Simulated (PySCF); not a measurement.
Species: C5H7FSi.
SMILES: `CC1=C[SiH2]C=C1F`

Computed, not measured: TDDFT wB97X-D/def2-SVPD, vertical, gas phase, core orbitals frozen in the response in PySCF. Geometry: GFN2-xTB; no solvent, vibrations or thermal averaging.

Computed states:

| state | E (eV) | f |
| --- | --- | --- |
| S1 | 4.53 | 0.050 |
| S2 | 6.04 | 0.0001 |
| S3 | 6.43 | 0.010 |
| S4 | 6.55 | 0.0014 |
| S5 | 6.68 | 0.106 |
| S6 | 6.97 | 0.0050 |
| S7 | 7.36 | 0.0006 |
| S8 | 7.44 | 0.0020 |

Broadening: Gaussians 0.5 eV wide at half height, area fixed by f = 4.319×10⁻⁹ ∫ε dν̃. The width is an assumption, not a result. The curve ends short of the highest state used, and states not computed would add to its high-energy end.

(1) What does the envelope look like, and where are its maxima?

(2) On this curve, what absorbance would a 10⁻⁴ mol/L sample give at 266 nm over a 1 cm path?

(3) Coming from long wavelengths, where does ε first pass 100 L mol⁻¹ cm⁻¹?

Answers

(1) 
(λ (nm), ε (L mol⁻¹ cm⁻¹)): (181.4, 4790), (185.6, 6190), (189.7, 5114), (193.9, 2884), (198.1, 1205), (202.3, 402), (206.5, 113), (210.6, 29), (214.8, 7), (219.0, 1), (223.2, 0), (227.3, 0), (231.5, 2), (235.7, 8), (239.9, 32), (244.1, 101), (248.2, 257), (252.4, 556), (256.6, 1014), (260.8, 1584), (264.9, 2134), (269.1, 2548), (273.3, 2702), (277.5, 2572), (281.7, 2219), (285.8, 1761), (290.0, 1282), (294.2, 866), (298.4, 546), (302.5, 328), (306.7, 184), (310.9, 98), (315.1, 50), (319.2, 25), (323.4, 12), (327.6, 5)

Maxima: 273 nm (4.54 eV), ε about 2700, made up of S1 (100%); 186 nm (6.67 eV), ε about 6200, made up of S5 (93%) (ε in L mol⁻¹ cm⁻¹; maxima over ε = 5, shares over 10%).

(2) 266 nm is 4.661 eV, where ε is about 2300 L mol⁻¹ cm⁻¹, so A = ε c l ≈ 0.23 (Beer–Lambert, with the gas-phase spectrum and the assumed width).

(3) At about 311 nm (3.99 eV), 0.54 eV below S1.
